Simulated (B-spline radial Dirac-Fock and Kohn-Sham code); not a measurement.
**Dipole and non-dipole photoemission parameters of Tm⁺ 3d3/2**

System: thulium as Tm⁺, configuration [Xe] 4f13 6s1; threshold 1522.6 eV (orbital energy of the model). The computed values come from a B-spline atomic structure program: Dirac-Hartree-Slater photoionisation with a Latter tail; cross sections with all multipoles, angular parameters from the dipole term and its interference with E2.

For linearly polarised light dσ/dΩ = σ/(4π) [1 + β P₂(cos θ) + (δ + γ cos²θ) sin θ cos φ], with θ from the polarisation vector and φ the angle between the beam and the projection of the electron momentum on the plane normal to the polarisation.

| hν (eV) | σ (kb) | β | γ | δ |
| --- | --- | --- | --- | --- |
| 2130 | 243 | 0.880 | -0.176 | 0.010 |
| 2270 | 206 | 0.964 | -0.155 | 0.020 |
| 2430 | 171 | 1.037 | -0.118 | 0.030 |
| 3050 | 91.0 | 1.191 | 0.077 | 0.057 |
| 3310 | 71.9 | 1.223 | 0.163 | 0.065 |
| 3980 | 41.6 | 1.262 | 0.378 | 0.082 |
| 5414.7 | 16.0 | 1.257 | 0.770 | 0.112 |
| 6000 | 11.5 | 1.241 | 0.903 | 0.124 |
| 6300 | ? | ? | ? | ? |
| 7800 | 4.83 | 1.179 | 1.246 | 0.159 |
| 8060 | 4.33 | 1.169 | 1.289 | 0.164 |
| 10400 | 1.80 | 1.084 | 1.605 | 0.211 |
| 12000 | 1.09 | 1.029 | 1.773 | 0.243 |

Task: Give the values at 6300 eV.

Result: σ = 9.80 kb, β = 1.232, γ = 0.967, δ = 0.129.
